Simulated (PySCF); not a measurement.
Several molecules and their computed UV-vis stick spectra, shuffled. Theory: TDDFT B3LYP/def2-SVPD, vertical, gas phase, core orbitals frozen in the response (PySCF). Geometries: GFN2-xTB; one conformer of each isolated species. Triplets are in the Tamm–Dancoff approximation.

A. `[H]/N=C/COC=O`
B. `n1c(OC)ccc(n1)C`
C. `C1CNNC1`
D. `CC(=O)c1cpc[nH]1`

Lowest singlet levels (six at most, fewer where fewer were computed) with oscillator strengths:

1. 355 nm (f 0.003); 281 nm (f 0.000); 256 nm (f 0.039); 209 nm (f 0.132); 207 nm (f 0.023); 203 nm (f 0.000); T1 2.85 eV
2. 312 nm (f 0.000); 288 nm (f 0.147); 241 nm (f 0.108); 233 nm (f 0.000); 215 nm (f 0.201); 215 nm (f 0.017); T1 3.22 eV
3. 208 nm (f 0.012); 206 nm (f 0.015); 181 nm (f 0.001); 179 nm (f 0.057); 174 nm (f 0.003); 173 nm (f 0.015); T1 5.80 eV
4. 241 nm (f 0.002); 210 nm (f 0.002); 193 nm (f 0.020); 186 nm (f 0.004); 174 nm (f 0.010); 170 nm (f 0.020); T1 4.33 eV

Task: Match each spectrum to its molecule.

Result: 1 = B, 2 = D, 3 = C, 4 = A.
- A: S1 at 5.14 eV, HOMO→LUMO (97%); Löwdin shares by element: HOMO nitrogen 58%, carbon 22% or more, hydrogen 8% or more; LUMO carbon 44% or more, nitrogen 35%, hydrogen 5% or more (atoms not listed hold the other 16%); HOMO -7.69 and LUMO -0.96 eV.
- B: S1 at 3.49 eV, HOMO→LUMO (100%); Löwdin shares by element: HOMO nitrogen 74%, carbon 15% or more; LUMO carbon 44% or more, nitrogen 35% (atoms not listed hold the other 21%); HOMO -6.28 and LUMO -1.51 eV; point group Cs, 2 of its 6 listed states under f = 0.0005.
- C: S1 at 5.95 eV, HOMO→LUMO (97%); Löwdin shares by element: HOMO nitrogen 70%, carbon 17% or more; LUMO carbon 42%, hydrogen 6% or more (atoms not listed hold the other 52%); HOMO -6.68 and LUMO 0.28 eV; point group C2.
- D: S1 at 3.97 eV, HOMO-1→LUMO (95%); Löwdin shares by element: HOMO carbon 40% or more, phosphorus 31%, nitrogen 10% (atoms not listed hold the other 19%); LUMO carbon 45% or more, oxygen 22% (atoms not listed hold the other 32%); HOMO -6.60 and LUMO -1.86 eV; point group Cs, 2 of its 6 listed states under f = 0.0005.
